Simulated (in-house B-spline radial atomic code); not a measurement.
How numerical settings move a run on Mg3+, [He] 2s2 2p5. Computed with an all-electron radial atomic-structure program (B-spline basis): non-relativistic M06-2X, spin-polarised, spherical fractional occupations, point nucleus.

Command:
```bash
python run_scf.py task.json out
```
Settings of the sound reference run:
```
Z                12
electrons        9
configuration    [He] 2s2 2p5
hamiltonian      nr
method           m062x
spin_polarised   True
knot_spacing     0.22
spline_order     8
gauss_points     12
box_radius       16.22
max_iterations   70
damping          0.5
damped_steps     3
diis_vectors     10
tolerance        1e-08
start            Thomas-Fermi
```

Run time, properties included: 0.3 s on 1 thread of Intel(R) Xeon(R) Platinum 8488C (shared host).

It converges in 9 iterations to -196.068452 hartree, with 2p down at -97.3046 eV. The other runs change the listed settings, some to values that make no sense; their results aren't properties of the atom or ion. Radii are in bohr (the nuclear one in fm), a minus after a letter asks for a j subshell, and «unchanged» means within 1e-8 hartree. The run stops when the residual is below 10 × tolerance × max(1, Z/10), or a noise floor if that is larger, and the energy moves by less than 1e-8 × √|E| hartree; so very loose and very tight tolerances often act alike.

| changed settings | outcome |
| --- | --- |
| gauss_points = 4 | converged in 26 iterations, energy -4.92e-07 hartree from the reference, 2p down level -2.6e-05 eV |
| box_radius = 64.88 | converged in 9 iterations, energy +2.25e-06 hartree from the reference, 2p down level -4.5e-06 eV |
| box_radius = 3.24 | converged in 9 iterations, energy +1.53e-04 hartree from the reference, 2p down level +2.5e-02 eV (the program warns: 2p down reaches the box edge; 2s up reaches the box edge) |
| gauss_points = 5 | converged in 9 iterations, energy -2.59e-08 hartree from the reference, 2p down level +3.7e-07 eV |
| box_radius = 4.87 | converged in 9 iterations, energy -1.08e-04 hartree from the reference, 2p down level +7.3e-04 eV |
| first_knot = 0.0833, max_iterations = 100, damping = 0.95, tolerance = 1e-06 | converged in 8 iterations, energy -1.86e-04 hartree from the reference, 2p down level +2.1e-02 eV |
| box_radius = 0.97 | converged in 8 iterations, energy +1.28e+01 hartree from the reference, 2p down level +9.0e+01 eV (the program warns: 2p down reaches the box edge; 1s up reaches the box edge) |
| box_radius = 8.11 | converged in 9 iterations, energy -2.06e-05 hartree from the reference, 2p down level +5.1e-05 eV |
| box_radius = 1.62 | converged in 8 iterations, energy +7.29e-01 hartree from the reference, 2p down level +9.7e+00 eV (the program warns: 2p down reaches the box edge; 2s up reaches the box edge) |
| box_radius = 2.43 | converged in 9 iterations, energy +1.95e-02 hartree from the reference, 2p down level +5.2e-01 eV (the program warns: 2p down reaches the box edge; 2s up reaches the box edge) |
| gauss_points = 3 | converged in 8 iterations, energy -5.78e+04 hartree from the reference, 2p down level +1.8e+01 eV |
| hamiltonian = dirac, method = hf, spin_polarised = False, nucleus = fermi, rms_radius = 3.057, mass_number = 24, atomic_mass = 23.98504, speed_of_light = 10.79844 | converged in 11 iterations to -419.1393 hartree, a different physical problem |
| diis_vectors = 20 | converged in 9 iterations, energy unchanged |
| gauss_points = 16, max_iterations = 50, damping = 0.95, start = bare nucleus | converged in 12 iterations, energy unchanged |
| diis_vectors = 2 | converged in 10 iterations, energy unchanged, 2p down level -5.3e-06 eV |

Task: What happens with diis_vectors = 4?

Result: Converged in 9 iterations, energy unchanged, 2p down level +6.9e-07 eV.

Task: What happens with max_iterations = 100, damping = 0.8, tolerance = 1e-10?

Result: Converged in 10 iterations, energy unchanged.

Task: What happens with spline_order = 10, max_iterations = 60, tolerance = 1e-10?

Result: Converged in 9 iterations, energy +1.64e-04 hartree from the reference, 2p down level +1.7e-02 eV.

Task: What happens with diis_vectors = 0?

Result: Converged in 23 iterations, energy unchanged, 2p down level -3.2e-07 eV.
